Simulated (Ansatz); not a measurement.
cyclohexanone (C6H10O), singlet, at a GFN2-xTB geometry; MP2/def2-SVP (Ansatz, a program for electronic structure).

Ansatz was given this input:
Ansatz 0.2 input:
```yaml
crystal:
  periodic: [false, false, false]
  atoms:
    - {symbol: O, position_ang: [2.25319886, 0.38747361, -0.15059007]}
    - {symbol: C, position_ang: [1.11141593, 0.21481818, 0.19248471]}
    - {symbol: C, position_ang: [0.10583456, 1.33600325, 0.31546258]}
    - {symbol: C, position_ang: [-1.14762441, 1.02516163, -0.50667753]}
    - {symbol: C, position_ang: [-1.74025140, -0.31820921, -0.09700492]}
    - {symbol: C, position_ang: [-0.71145930, -1.42655699, -0.28893100]}
    - {symbol: C, position_ang: [0.54707611, -1.14425040, 0.53574342]}
    - {symbol: H, position_ang: [-0.16716421, 1.43383899, 1.36918106]}
    - {symbol: H, position_ang: [0.56339300, 2.27052471, -0.01264100]}
    - {symbol: H, position_ang: [-1.88087258, 1.82167185, -0.36534325]}
    - {symbol: H, position_ang: [-0.88337911, 0.99815491, -1.56614608]}
    - {symbol: H, position_ang: [-2.62673309, -0.52931101, -0.69820774]}
    - {symbol: H, position_ang: [-2.04747157, -0.27979996, 0.95085283]}
    - {symbol: H, position_ang: [-1.13173332, -2.38929918, 0.00864923]}
    - {symbol: H, position_ang: [-0.44034152, -1.49219443, -1.34496861]}
    - {symbol: H, position_ang: [1.30660714, -1.90714075, 0.35839349]}
    - {symbol: H, position_ang: [0.29215540, -1.14803285, 1.59848700]}
basis:
  gaussian:
    orbitals: def2-SVP
magnetization: {spin_polarized: false}
correlation: {method: mp2}
```

Output, abridged:

```
Functional definition: HF
1517 factors; integrals over basis functions are off by at most 1.6e-3 eV
mean field evaluation 1: about -8367.2836 eV, gradient 4.3e1 eV
mean field evaluation 2: about -8367.4517 eV, gradient 4.3e1 eV
mean field evaluation 4: about -8372.1780 eV, gradient 6.0e0 eV
mean field evaluation 8: about -8372.2952 eV, gradient 4.9e-1 eV
mean field evaluation 16: about -8372.2972 eV, gradient 2.2e-6 eV
mean field -8372.29722698 eV, -307.6762481447 hartree, gradient 2.2e-6 eV, S^2 0.000000; 0 other end points of the search recorded, 0 dependent functions left out
7 core orbitals not correlated
reference -8372.29722698 eV, -307.6762481447 hartree; 20, 20 occupied and 121, 121 virtual orbitals, 1517 factors
second order -27.46540792 eV of doubles, -0.00000000 eV of singles
Total energy: -8399.76263490 eV, -308.6855832689 hartree
```
